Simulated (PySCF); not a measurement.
C5H6Se, SMILES C=C=C1CC[Se]1.

The structure is a stationary point at B3LYP-D3(BJ)/def2-SVP. The structure was generated by enumeration, and PubChem lists no compound with its InChIKey, so it may never have been made.

Two levels are set side by side: TDDFT-PBE/def2-SVPD (PySCF) and TDDFT-PBE0/def2-SVPD (PySCF). Vertical, same geometry. The lowest singlet is HOMO→LUMO 100 % with PBE and HOMO→LUMO 98 % with the other functional; states are paired by order. Differences are taken from unrounded values.

```json
[
 {"quantity": "lowest singlet excitation (eV)", "TDDFT-PBE0": "3.36"},
 {"quantity": "lowest triplet excitation (TDA) (eV)", "TDDFT-PBE0": "2.93"},
 {"quantity": "first bright state (f over 0.05) (eV)", "TDDFT-PBE0": "5.63"},
 {"quantity": "its oscillator strength", "TDDFT-PBE0": "0.23"}
]
```

What does TDDFT-PBE give, and how far is it from TDDFT-PBE0? (Estimate from the structure and the level; the computed values follow.)


```csv
quantity,TDDFT-PBE,TDDFT-PBE minus TDDFT-PBE0
lowest singlet excitation (eV),3.08,-0.28
lowest triplet excitation (TDA) (eV),2.71,-0.22
first bright state (f over 0.05) (eV),4.96,-0.67
its oscillator strength,0.12,-0.10
```

Functionals without exact exchange tend to place singlet excitations lower, as here. Differences between two approximate levels are no errors against the true value.

Rough cost on one machine, each run with all the roots and properties that it gave: TDDFT-PBE0 against TDDFT-PBE about 4 times.
